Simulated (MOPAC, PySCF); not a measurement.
[Nb(OH)2(NH2)3], neutral singlet in the gas phase. 

Cartesian coordinates (Å):
```xyz
14

Nb    -0.0198    -0.0114    -0.0207
O      0.0136     1.0065    -1.6316
H      0.4132     1.7887    -2.0428
O      0.2225    -0.7421     1.7226
H      0.6983    -0.6106     2.5575
N     -1.3607    -1.3605    -0.6406
H     -1.7990    -1.3676    -1.5666
H     -1.7066    -2.1436    -0.0776
N      1.9469    -0.3738    -0.3327
H      2.5462    -0.9174     0.2943
H      2.4527    -0.1438    -1.1924
N     -0.6732     1.6711     0.8969
H     -0.8736     1.7493     1.8977
H     -0.9676     2.5230     0.4116
```
Charge 0, spin multiplicity 1.

All levels are single points at this geometry (PBE-D3(BJ)/def2-SVP); Pople sets use spherical d functions. Orbital energies aren't observables, and empty levels follow the basis.

```
level                                     HOMO (eV)  LUMO (eV)  gap (eV)  dipole (D)  vertical IE, Delta-SCF (eV)
----------------------------------------  ---------  ---------  --------  ----------  ---------------------------
B3LYP-D3(BJ)/def2-TZVP in PySCF               -6.12      -1.40      4.72        1.05                            –
PBE-D3(BJ)/def2-TZVP in PySCF                 -4.97      -2.01      2.96        1.05                            –
TPSSh-D3(BJ)/def2-TZVP in PySCF               -5.58      -1.61      3.97        1.05                            –
B3LYP/6-311+G** (LANL2DZ on Nb) in PySCF      -6.19      -1.88      4.31        1.16                            –
B3LYP/6-31G* (LANL2DZ on Nb) in PySCF         -5.62      -1.29      4.33        1.19                         7.67
B3LYP/LANL2DZ in PySCF                        -5.81      -1.38      4.42        1.46                            –
BP86/6-31G* (LANL2DZ on Nb) in PySCF          -4.55      -1.94      2.61        1.21                            –
M06-2X/6-31G* (LANL2DZ on Nb) in PySCF        -7.30      -0.20      7.11        1.18                            –
PBE/6-31G* (LANL2DZ on Nb) in PySCF           -4.45      -1.84      2.61        1.20                         7.28
SVWN5/6-31G* (LANL2DZ on Nb) in PySCF         -4.56      -1.93      2.63        1.27                         7.46
HF/6-31G* (LANL2DZ on Nb) in PySCF            -9.47       2.04     11.52        1.14                            –
PM6 in MOPAC                                  -7.48       1.20      8.68        0.93                            –
PM7 in MOPAC                                  -7.83       1.79      9.62        0.97                            –
```
